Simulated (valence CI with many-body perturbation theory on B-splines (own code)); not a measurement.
## E1 line list for Ga XXV

Computed by valence CI with perturbative core correlation (CI+MBPT): five valence electrons over a frozen Dirac-Fock core [He], a basis of 11 s, 11 p, 10 d, 8 f, 5 g, 2 h functions for each j, with the one-electron correlation potential Σ1 (screened to all orders), the two-electron term Σ2, the three-electron term Σ3, Breit, model QED; selected single and double excitations, second order for the rest, scaled by the run's own slope (own B-spline code, finite nucleus).

No measured spectrum was set against this ion. As an estimate, levels of excited configurations hold to 0.05 to 0.15 % of their energy, terms of the ground configuration to about 0.5 %. Among the levels kept, up to 5500 cm⁻¹ of a level comes from second order outside the variational space, and about a tenth of that is noise between levels of different J, which matters for small intervals.

Lines 101 to 150 of 600 in falling wavelength, among levels below 13152 × 10³ cm⁻¹, chosen from the strongest by gf and those to the six lowest levels. Wavelengths and rates use the calculated energies, so an error of 900 cm⁻¹ moves a line at 297.4 Å by 0.27 % and its rate by three times that or more. Electric multipoles are in the length gauge, E1 and E2 with the static RPA response of the core. Weak lines are less certain than strong ones. Lines between different terms over intervals too small for the method are left out, as are lines whose strength nearly cancels. Where a level lies close to another of its J and parity, the split of strength between their lines is uncertain. The highest levels of a list are the least certain.

Names give the largest LS component (configuration and term), which can be under half, so a name can repeat, a term be missing and a line seem to break the LS rules; names also repeat where a configuration has a term twice. Letters in brackets count levels of one name in rising energy.

| λ vac (Å) | Upper | Lower | A (s⁻¹) | S (a.u.) with core polarisation | S without |
| --- | --- | --- | --- | --- | --- |
| 297.4 | 2s.2p3.3p 6P_7/2 | 2s.2p3.3s 6S°_5/2 | 5.54e+09 | 5.75e-01 | 5.76e-01 |
| 296.9 | 2s.2p3.3d 2D°_3/2 [b] | 2s.2p3.3p 2P_1/2 [b] | 2.36e+09 | 1.22e-01 | 1.22e-01 |
| 296.8 | 2s.2p3.3p 4D_5/2 [a] | 2s.2p3.3s 4D°_3/2 | 3.56e+09 | 2.76e-01 | 2.76e-01 |
| 296.5 | 2s2.2p2.3d 2F_7/2 [b] | 2s2.2p2.3p 2F°_5/2 | 3.84e+09 | 3.95e-01 | 3.95e-01 |
| 295.9 | 2s.2p3.3d 6D°_5/2 | 2s.2p3.3p 6P_5/2 | 2.57e+09 | 1.97e-01 | 1.97e-01 |
| 295.8 | 2s.2p3.3d 4D°_5/2 [a] | 2s.2p3.3p 4P_5/2 [a] | 1.31e+09 | 1.00e-01 | 1.00e-01 |
| 295.7 | 2s2.2p2.3d 2D_5/2 [b] | 2s2.2p2.3p 2D°_5/2 [b] | 1.56e+09 | 1.20e-01 | 1.20e-01 |
| 295.1 | 2s2.2p2.3d 4D_5/2 | 2s2.2p2.3p 4S°_3/2 | 1.32e+09 | 1.01e-01 | 1.01e-01 |
| 295.1 | 2s.2p3.3p 2F_7/2 [a] | 2s.2p3.3s 4D°_7/2 | 1.54e+09 | 1.56e-01 | 1.56e-01 |
| 294.8 | 2s.2p3.3p 4P_3/2 [b] | 2s.2p3.3s 2D°_3/2 [a] | 2.17e+09 | 1.10e-01 | 1.10e-01 |
| 294.7 | 2s.2p3.3d 6D°_7/2 | 2s.2p3.3p 6P_5/2 | 3.00e+09 | 3.03e-01 | 3.03e-01 |
| 294.2 | 2s.2p3.3p 2P_3/2 [d] | 2s.2p3.3s 2D°_3/2 [c] | 2.66e+09 | 1.33e-01 | 1.34e-01 |
| 294.0 | 2s.2p3.3d 2F°_5/2 [a] | 2s.2p3.3p 4P_3/2 [d] | 2.01e+09 | 1.51e-01 | 1.51e-01 |
| 293.9 | 2s.2p3.3d 4G°_7/2 | 2s.2p3.3p 4F_5/2 | 3.25e+09 | 3.25e-01 | 3.25e-01 |
| 293.2 | 2s.2p3.3p 2P_3/2 [b] | 2s.2p3.3s 2D°_3/2 [b] | 4.87e+09 | 2.43e-01 | 2.43e-01 |
| 293.0 | 2s.2p3.3d 2F°_7/2 [b] | 2s.2p3.3p 4P_5/2 [c] | 2.37e+09 | 2.35e-01 | 2.35e-01 |
| 292.0 | 2s.2p3.3d 4D°_5/2 [b] | 2s.2p3.3p 4D_5/2 [a] | 1.23e+09 | 9.04e-02 | 9.04e-02 |
| 292.0 | 2s2.2p2.3p 4S°_3/2 | 2s2.2p2.3s 4P_5/2 | 4.47e+09 | 2.20e-01 | 2.20e-01 |
| 291.9 | 2s2.2p2.3p 2P°_3/2 [a] | 2s2.2p2.3s 2P_3/2 | 3.32e+09 | 1.63e-01 | 1.63e-01 |
| 291.8 | 2s.2p3.3d 2F°_7/2 [e] | 2s.2p3.3p 2F_7/2 [b] | 1.22e+09 | 1.20e-01 | 1.20e-01 |
| 291.7 | 2s.2p3.3d 2F°_5/2 [c] | 2s.2p3.3p 2D_3/2 [b] | 1.85e+09 | 1.36e-01 | 1.36e-01 |
| 291.4 | 2s.2p3.3d 2D°_5/2 [d] | 2s.2p3.3p 2P_3/2 [c] | 3.09e+09 | 2.27e-01 | 2.27e-01 |
| 291.3 | 2s.2p3.3d 2G°_7/2 | 2s.2p3.3p 2F_5/2 [a] | 3.90e+09 | 3.80e-01 | 3.80e-01 |
| 290.8 | 2s.2p3.3d 2D°_5/2 [c] | 2s.2p3.3p 2P_3/2 [b] | 3.17e+09 | 2.31e-01 | 2.31e-01 |
| 289.0 | 2s.2p3.3d 4D°_5/2 [d] | 2s.2p3.3p 4P_3/2 [e] | 2.93e+09 | 2.09e-01 | 2.09e-01 |
| 288.9 | 2s2.2p2.3p 4D°_3/2 [a] | 2s2.2p2.3s 4P_1/2 | 5.21e+09 | 2.48e-01 | 2.48e-01 |
| 288.9 | 2s.2p3.3d 4F°_5/2 [b] | 2s.2p3.3p 4D_3/2 [c] | 3.05e+09 | 2.18e-01 | 2.18e-01 |
| 288.8 | 2s.2p3.3p 4P_5/2 [c] | 2s.2p3.3s 4P°_3/2 | 2.98e+09 | 2.13e-01 | 2.13e-01 |
| 287.8 | 2s.2p3.3d 6D°_1/2 | 2s.2p3.3p 6P_3/2 | 4.84e+09 | 1.14e-01 | 1.14e-01 |
| 287.4 | 2s.2p3.3d 6D°_3/2 | 2s.2p3.3p 6P_3/2 | 3.47e+09 | 1.63e-01 | 1.63e-01 |
| 287.2 | 2s.2p3.3d 6D°_5/2 | 2s.2p3.3p 6P_3/2 | 1.67e+09 | 1.17e-01 | 1.17e-01 |
| 286.8 | 2s.2p3.3p 4D_7/2 [a] | 2s.2p3.3s 4D°_5/2 | 2.01e+09 | 1.87e-01 | 1.87e-01 |
| 286.8 | 2s.2p3.3d 4F°_3/2 [a] | 2s.2p3.3p 4D_1/2 [a] | 2.17e+09 | 1.01e-01 | 1.01e-01 |
| 286.4 | 2s2.2p2.3d 4D_3/2 | 2s2.2p2.3p 4P°_1/2 | 2.88e+09 | 1.34e-01 | 1.34e-01 |
| 286.1 | 2s.2p3.3d 2F°_5/2 [b] | 2s.2p3.3p 2D_3/2 [a] | 2.72e+09 | 1.89e-01 | 1.89e-01 |
| 286.0 | 2s.2p3.3d 4D°_5/2 [a] | 2s.2p3.3p 4P_3/2 [a] | 3.53e+09 | 2.44e-01 | 2.45e-01 |
| 284.8 | 2s.2p3.3d 4G°_5/2 | 2s.2p3.3p 4F_3/2 | 3.03e+09 | 2.07e-01 | 2.07e-01 |
| 284.4 | 2s.2p3.3p 4P_3/2 [c] | 2s.2p3.3s 4P°_1/2 | 3.86e+09 | 1.75e-01 | 1.75e-01 |
| 283.1 | 2s2.2p2.3d 4P_3/2 | 2s2.2p2.3p 4S°_3/2 | 2.81e+09 | 1.26e-01 | 1.26e-01 |
| 282.8 | 2s.2p3.3p 4D_3/2 [b] | 2s.2p3.3s 4D°_1/2 | 3.17e+09 | 1.41e-01 | 1.41e-01 |
| 282.8 | 2s.2p3.3d 2F°_7/2 [d] | 2s.2p3.3p 2F_5/2 [b] | 3.48e+09 | 3.11e-01 | 3.11e-01 |
| 282.5 | 2s.2p3.3d 4D°_1/2 [a] | 2s.2p3.3p 4P_1/2 [a] | 4.42e+09 | 9.84e-02 | 9.84e-02 |
| 281.3 | 2s2.2p2.3p 2P°_3/2 [c] | 2s2.2p2.3s 2S_1/2 | 5.21e+09 | 2.29e-01 | 2.29e-01 |
| 279.0 | 2s2.2p2.3d 2F_7/2 [a] | 2s2.2p2.3p 4P°_5/2 | 2.19e+09 | 1.87e-01 | 1.87e-01 |
| 278.7 | 2s.2p3.3p 2D_5/2 [b] | 2s.2p3.3s 2D°_5/2 [b] | 5.38e+09 | 3.45e-01 | 3.45e-01 |
| 278.3 | 2s.2p3.3d 4D°_3/2 [a] | 2s.2p3.3p 4P_3/2 [a] | 2.86e+09 | 1.22e-01 | 1.22e-01 |
| 278.2 | 2s.2p3.3d 4P°_3/2 [b] | 2s.2p3.3p 4P_3/2 [d] | 2.03e+09 | 8.65e-02 | 8.65e-02 |
| 278.1 | 2s.2p3.3d 4F°_5/2 [a] | 2s.2p3.3p 4D_3/2 [a] | 1.91e+09 | 1.22e-01 | 1.22e-01 |
| 277.3 | 2s.2p3.3p 2D_5/2 [a] | 2s.2p3.3s 2D°_5/2 [a] | 5.35e+09 | 3.38e-01 | 3.38e-01 |
| 277.1 | 2s.2p3.3d 4D°_7/2 [a] | 2s.2p3.3p 4P_5/2 [a] | 5.29e+09 | 4.44e-01 | 4.44e-01 |
